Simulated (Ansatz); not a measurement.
The first iterations of a band of CH3ClO + FIn (8 atoms, charge 0, multiplicity 1).

Method: Ansatz, UHF/def2-SVP.

```
movable images  : 7
climbing image  : yes
spring          : 5.0 eV/Å²
optimiser       : quadratic models (default)
start path      : through a guess of the saddle point
force threshold : 0.03 eV/Å
iteration limit : 60
end points      : relaxed
```

Image 0:

```xyz
8
Properties=species:S:1:pos:R:3
In -1.921 -1.718 -1.512
F 0.045 -1.151 -1.640
O 0.665 1.030 -0.383
C 0.436 0.533 0.827
H 0.600 0.319 -1.028
Cl -1.383 0.152 1.112
H 0.907 -0.425 1.025
H 0.652 1.260 1.599
```

Image 8:

```xyz
8
Properties=species:S:1:pos:R:3
In -1.827 -0.654 -1.188
F 0.820 -0.922 -2.395
O -0.011 0.167 -0.326
C 0.193 0.468 0.944
H 0.853 -0.464 -1.592
Cl -1.298 -0.055 1.983
H 1.010 -0.074 1.417
H 0.260 1.534 1.158
```

| iteration | highest image above the first end (eV) | largest band force component (eV/Å) |
| --- | --- | --- |
| 1 | 3.359 | 7.165 |
| 2 | 1.698 | 2.925 |
| 3 | 1.031 | 1.117 |
| 4 | 0.818 | 1.061 |
| 5 | 0.741 | 1.282 |

Q: Does the band converge within its limit, and where does its top end?

A: The forces met the threshold. It ended after 17 iterations with the highest image 0.627 eV above the first end. A vibrational analysis at the climbing image gives one clearly imaginary mode, 700i cm⁻¹: a first-order saddle point. The orbitals were unrestricted but ended closed-shell.

The run took 4.6 min on 2 threads of Intel(R) Xeon(R) Platinum 8488C (Sapphire Rapids), with other jobs on the host, peak memory 0.36 GiB.
